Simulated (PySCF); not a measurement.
Compound: C4H6O2S.
SMILES with atom numbers: `[CH3:1][S:2](=[O:3])(=[O:4])[C:5]1=[CH:6][CH2:7]1`

Cartesian coordinates in Å at the GFN2-xTB level; atoms count from 1:
```
atom  x, y, z in Å
C1    -1.855    0.316   -0.333
S2    -0.813   -0.933    0.463
O3    -1.003   -0.875    1.884
O4    -0.980   -2.192   -0.203
C5     0.810   -0.324    0.118
C6     2.087   -0.488   -0.056
C7     1.611    0.938   -0.076
H8    -2.890    0.048   -0.157
H9    -1.637    0.310   -1.393
H10   -1.631    1.276    0.115
H11    2.936   -1.121   -0.132
H12    1.545    1.466   -1.021
H13    1.816    1.579    0.773
```

NICS = −σ at a ghost point: NICS(0) at the centroid of the ring atoms, NICS(1) 1 Å to either side along the normal of their mean plane, zz for the tensor component along that normal. Level: GIAO PBE0/pcSseg-1 (PySCF, non-relativistic, gas phase) on the GFN2-xTB geometry, one conformer.

Ring bond lengths (Å), with Mayer bond orders in brackets: C5–C6 1.300 (1.72), C6–C7 1.503 (0.94), C7–C5 1.507 (0.88).

Problem. What do the NICS probes read (ppm)?

Solution. 
| ring | type | NICS(0) | NICS(1), two faces | NICS(1)zz, two faces | rms pucker (Å) | centre to ring atoms, mean (Å) |
| --- | --- | --- | --- | --- | --- | --- |
| C5–C6–C7 | 3-membered carbocycle; formal bonds 1 double, 2 single | -31.4 | -6.6 / -6.7 | -13.2 / -13.7 | 0.00 | 0.83 |

Problem. What do they say, and how far can they be read as aromaticity?

Solution. 
- C5–C6–C7: mean NICS(1)zz -13.5 ppm, shielded. C7 has four or more neighbours, so the value isn't read as a sign of a π ring current. NICS(0) lies 25 ppm below the mean NICS(1).
